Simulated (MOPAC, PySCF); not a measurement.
C$_{10}$H$_{10}$Si, SMILES `c1c2-c(ccc2)cccc1[SiH3]`, neutral singlet in the gas phase. 

Z-matrix (Å, degrees):
```
C
C 1 1.3923
H 1 1.0969 2 113.81
C 1 1.4033 3 116.06 2 -179.87
C 2 1.4041 1 125.51 3 0.15
H 5 1.0898 2 125.10 1 -0.10
C 5 1.4042 6 126.43 2 -179.93
H 7 1.0913 5 125.06 6 -0.07
C 7 1.4017 8 125.09 5 179.97
H 9 1.0898 7 126.51 8 -0.05
C 9 1.4058 10 125.13 7 179.92
C 11 1.3880 9 126.14 10 0.00
H 12 1.0956 11 115.40 9 0.02
C 12 1.3978 13 115.90 11 179.96
H 14 1.0938 12 115.63 13 -0.13
C 14 1.3939 15 115.42 12 179.98
H 16 1.0973 14 113.50 15 -0.10
Si 4 1.8844 1 117.69 3 -1.20
H 18 1.4940 4 109.59 1 12.20
H 18 1.4956 19 109.48 3 -131.06
H 18 1.4970 19 108.66 20 -117.08
```
Charge 0, spin multiplicity 1.

All levels are single points at this geometry (PBE0-D3(BJ)/def2-SVP); Pople sets use spherical d functions. Orbital energies aren't observables, and empty levels follow the basis.

PBE0-D3(BJ)/def2-TZVP in PySCF gives HOMO (eV) = -5.85.

Problem. Estimate the HOMO (eV) from each of these levels: B3LYP/3-21G in PySCF; B3LYP/6-311+G** in PySCF; BP86/6-31G* in PySCF; SVWN5/6-31G* in PySCF; PM7 in MOPAC.

Solution. 
| level | HOMO (eV) |
|---|---|
| B3LYP/3-21G in PySCF | -5.40 |
| B3LYP/6-311+G** in PySCF | -5.68 |
| BP86/6-31G* in PySCF | -4.85 |
| SVWN5/6-31G* in PySCF | -4.92 |
| PM7 in MOPAC | -8.16 |
